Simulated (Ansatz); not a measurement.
Reaction (cleavage of the Si–Si bond): `O[Si](F)(F)[SiH3]` + `O[SiH](O)O` → `O[SiH](O)O[Si](O)(F)F` + SiH₄

Gas-phase electronic energies from Ansatz, PBE0-D4/def2-TZVP geometries. CBS: MP2 limit from def2 TZ/QZ plus the TZ coupled-cluster correction, frozen cores. This one scheme is used for every species. DFT in def2-TZVPP. B3LYP here is the variant with VWN-RPA as its local correlation; programs differ in this. One conformer a species, not always the lowest.

`O[Si](F)(F)[SiH3]`:

Cartesian coordinates in Å:
```
O -0.107 1.839 -0.566
Si 0.386 0.650 0.420
F 1.976 0.632 0.503
F -0.086 0.946 1.911
Si -0.449 -1.383 -0.348
H 0.148 2.749 -0.397
H 0.002 -2.467 0.562
H 0.062 -1.637 -1.719
H -1.932 -1.329 -0.366
```

`O[SiH](O)O`:

Cartesian coordinates in Å:
```
O 1.625 -0.077 0.219
Si 0.077 -0.182 -0.281
O -0.768 1.221 -0.174
O -0.724 -1.231 0.682
H 1.782 0.007 1.162
H 0.172 -0.626 -1.685
H -0.508 1.945 -0.746
H -1.656 -1.057 0.823
```

`O[SiH](O)O[Si](O)(F)F`:

```xyz
12

O    -1.285   -0.632   -2.382
Si   -0.437   -1.016   -1.055
O    -1.446   -1.249    0.204
O     0.613    0.191   -0.648
Si    1.093    1.044    0.608
O     0.329    0.464    1.920
F     0.772    2.576    0.413
F     2.656    0.957    0.792
H    -2.024   -0.028   -2.293
H     0.360   -2.199   -1.406
H    -1.138   -0.953    1.066
H     0.506    0.844    2.782
```

SiH₄:

Cartesian coordinates in Å:
```
Si 0.000 0.000 0.000
H 0.203 -0.038 -1.470
H -0.757 1.224 0.364
H 1.319 0.013 0.682
H -0.765 -1.199 0.425
```

| level | ΔE (kcal/mol) | difference from CCSD(T)/CBS |
| --- | --- | --- |
| PBE-D4 | -28.9 | 6.8 |
| r2SCAN-D4 | -35.0 | 0.7 |
| PBE0-D4 | -32.0 | 3.7 |
| B3LYP-D4 | -35.3 | 0.4 |
| ωB97X-V | -34.4 | 1.3 |
| ωB97M-V | -36.1 | -0.4 |
| B2PLYP | -35.6 | 0.1 |
| PBE | -27.9 | 7.8 |
| r2SCAN | -34.7 | 1.0 |
| PBE0 | -31.1 | 4.6 |
| B3LYP | -33.8 | 1.9 |
| HF/def2-TZVPP | -41.2 | -5.5 |
| MP2/def2-TZVPP | -37.4 | -1.7 |
| SCS-MP2/def2-TZVPP | -37.8 | -2.1 |
| CCSD/def2-TZVPP | -37.2 | -1.5 |
| CCSD(T)/def2-TZVPP | -36.5 | -0.8 |
| HF/def2-QZVPP | -41.8 | -6.1 |
| MP2/def2-QZVPP | -37.1 | -1.4 |
| SCS-MP2/def2-QZVPP | -37.6 | -1.9 |
| HF/CBS(def2) | -41.9 | -6.2 |
| MP2/CBS(def2) | -36.6 | -0.9 |
| CCSD/CBS(def2) | -36.4 | -0.7 |
| CCSD(T)/CBS | -35.7 | 0 |

Largest T1 diagnostic among the species: 0.013.

From PBE to PBE0 (25 % exact exchange), in def2-TZVPP and without D4, ΔE moves by −3.2 kcal/mol. In def2-TZVPP, CCSD(T) changes the Hartree–Fock value by +4.7 kcal/mol (the triples alone add +0.7 kcal/mol) and MP2 by +3.9 kcal/mol.
